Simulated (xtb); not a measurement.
rhenium atom (Re), sextet (GFN-xTB shapes and energies of metal compounds can be far from the true ones); GFN2-xTB (xtb).

Here is a job for xtb.
```
$ xtb coord --gfn 2 --uhf 5 --json

# file coord
$coord
      0.0000000000       0.0000000000       0.0000000000  re
$end
```

It wrote (shortened):

```
   ID    Z sym.   atoms
    1   75 re     1

           -------------------------------------------------
          |                Calculation Setup                |
           -------------------------------------------------

           -------------------------------------------------
          |                 G F N 2 - x T B                 |
           -------------------------------------------------

          ...................................................
          :                      SETUP                      :
          :.................................................:
          :  # basis functions                  10          :
          :  # atomic orbitals                   9          :
          :  # shells                            3          :
          :  # electrons                         7          :
          :  max. iterations                   250          :
          :  Hamiltonian                  GFN2-xTB          :
          :  restarted?                      false          :
          :  GBSA solvation                  false          :
          :  PC potential                    false          :
          :  electronic temp.          300.0000000     K    :
          :  accuracy                    1.0000000          :
          :  -> integral cutoff          0.2500000E+02      :
          :  -> integral neglect         0.1000000E-07      :
          :  -> SCF convergence          0.1000000E-05 Eh   :
          :  -> wf. convergence          0.1000000E-03 e    :
          :  Broyden damping             0.4000000          :
          :  net charge                          0          :
          :  unpaired electrons                  5          :
          ...................................................

 iter      E             dE          RMSdq      gap      omega  full diag
   1     -3.0016410 -0.300164E+01  0.141E+01    7.34       7.3  T
   2     -3.0016410  0.274003E-12  0.113E+01    7.29       7.3  T
   3     -3.0016410  0.617284E-13  0.871E+00    7.18       7.2  T
   4     -3.0016410  0.888178E-15  0.697E+00    7.06       7.1  T
   5     -3.0016410  0.444089E-15  0.558E+00    6.94       6.9  T
   6     -3.0016410 -0.133227E-14  0.446E+00    6.83       6.8  T
   7     -3.0016410  0.888178E-15  0.357E+00    6.73       6.7  T
   8     -3.0016410 -0.888178E-15  0.275E+00    6.63       6.6  T
   9     -3.0016410  0.888178E-15  0.220E+00    6.56       6.6  T
  10     -3.0016410 -0.444089E-15  0.169E+00    6.49       6.5  T
  11     -3.0016410  0.444089E-15  0.135E+00    6.45       6.4  T
  12     -3.0016410  0.000000E+00  0.104E+00    6.40       6.4  T
  13     -3.0016410 -0.444089E-15  0.834E-01    6.37       6.4  T
  14     -3.0016410  0.444089E-15  0.667E-01    6.35       6.3  T
  15     -3.0016410  0.000000E+00  0.514E-01    6.33       6.3  T
  16     -3.0016410  0.000000E+00  0.411E-01    6.31       6.3  T
  17     -3.0016410  0.000000E+00  0.329E-01    6.30       6.3  T
  18     -3.0016410  0.000000E+00  0.263E-01    6.29       6.3  T
  19     -3.0016410 -0.444089E-15  0.210E-01    6.28       6.3  T
  20     -3.0016410  0.133227E-14  0.168E-01    6.27       6.3  T
  21     -3.0016410 -0.888178E-15  0.130E-01    6.27       6.3  T
  22     -3.0016410  0.888178E-15  0.104E-01    6.26       6.3  T
  23     -3.0016410 -0.133227E-14  0.799E-02    6.26       6.3  T
  24     -3.0016410  0.444089E-15  0.639E-02    6.26       6.3  T
  25     -3.0016410  0.000000E+00  0.492E-02    6.26       6.3  T
  26     -3.0016410  0.000000E+00  0.394E-02    6.25       6.3  T
  27     -3.0016410  0.000000E+00  0.315E-02    6.25       6.3  T
  28     -3.0016410  0.444089E-15  0.252E-02    6.25       6.3  T
  29     -3.0016410 -0.888178E-15  0.201E-02    6.25       6.3  T
  30     -3.0016410  0.133227E-14  0.161E-02    6.25       6.3  T
  31     -3.0016410 -0.888178E-15  0.124E-02    6.25       6.3  T
  32     -3.0016410  0.444089E-15  0.993E-03    6.25       6.3  T
[...]
  41     -3.0016410  0.000000E+00  0.105E-03    6.25       6.2  T
  42     -3.0016410  0.000000E+00  0.841E-04    6.25       6.2  T
  43     -3.0016410  0.000000E+00  0.673E-04    6.25       6.2  T

   *** convergence criteria satisfied after 43 iterations ***

         :::::::::::::::::::::::::::::::::::::::::::::::::::::
         ::                     SUMMARY                     ::
         :::::::::::::::::::::::::::::::::::::::::::::::::::::
         :: total energy              -3.001641015966 Eh    ::
         :: gradient norm              0.000000000000 Eh/a0 ::
         :: HOMO-LUMO gap              6.248786186619 eV    ::
         ::.................................................::
         :: SCC energy                -3.001641015966 Eh    ::
         :: -> isotropic ES           -0.013333333333 Eh    ::
         :: -> anisotropic ES          0.000000000000 Eh    ::
         :: -> anisotropic XC          0.000000000000 Eh    ::
         :: -> dispersion              0.000000000000 Eh    ::
         :: repulsion energy           0.000000000000 Eh    ::
         :: add. restraining           0.000000000000 Eh    ::
         :: total charge               0.000000000000 e     ::
         :::::::::::::::::::::::::::::::::::::::::::::::::::::

           -------------------------------------------------
          |                Property Printout                |
           -------------------------------------------------

    * Orbital Energies and Occupations

         #    Occupation            Energy/Eh            Energy/eV
      -------------------------------------------------------------
         1        2.0000           -0.4787811             -13.0283
         2        1.0000           -0.3438089              -9.3555
         3        1.0000           -0.3438089              -9.3555
         4        1.0000           -0.3438089              -9.3555
         5        1.0000           -0.3438089              -9.3555
         6        1.0000           -0.3438089              -9.3555 (HOMO)
         7                         -0.1141702              -3.1067 (LUMO)
         8                         -0.1141702              -3.1067
         9                         -0.1141702              -3.1067
      -------------------------------------------------------------
                  HL-Gap            0.2296387 Eh            6.2488 eV
             Fermi-level           -0.3201423 Eh           -8.7115 eV

     #   Z          covCN         q      C6AA      α(0)
     1  75 re       0.000     0.000   852.265    70.907

 Mol. C6AA /au·bohr⁶  :        852.265410
 Mol. C8AA /au·bohr⁸  :     126678.377565
 Mol. α(0) /au        :         70.906715

Wiberg/Mayer (AO) data.
largest (>0.10) Wiberg bond orders for each atom

 ---------------------------------------------------------------------------
     #   Z sym  total        # sym  WBO       # sym  WBO       # sym  WBO
 ---------------------------------------------------------------------------
     1  75 re   0.000
 ---------------------------------------------------------------------------

molecular dipole:
                 x           y           z       tot (Debye)
 q only:        0.000       0.000       0.000
   full:        0.000       0.000       0.000       0.000
molecular quadrupole (traceless):
                xx          xy          yy          xz          yz          zz
 q only:        0.000       0.000       0.000       0.000       0.000       0.000
  q+dip:        0.000       0.000       0.000       0.000       0.000       0.000
   full:       -0.000      -0.000      -0.000      -0.000      -0.000      -0.000

           -------------------------------------------------
          | TOTAL ENERGY               -3.001641015966 Eh   |
          | GRADIENT NORM               0.000000000000 Eh/α |
          | HOMO-LUMO GAP               6.248786186619 eV   |
           -------------------------------------------------

normal termination of xtb
```
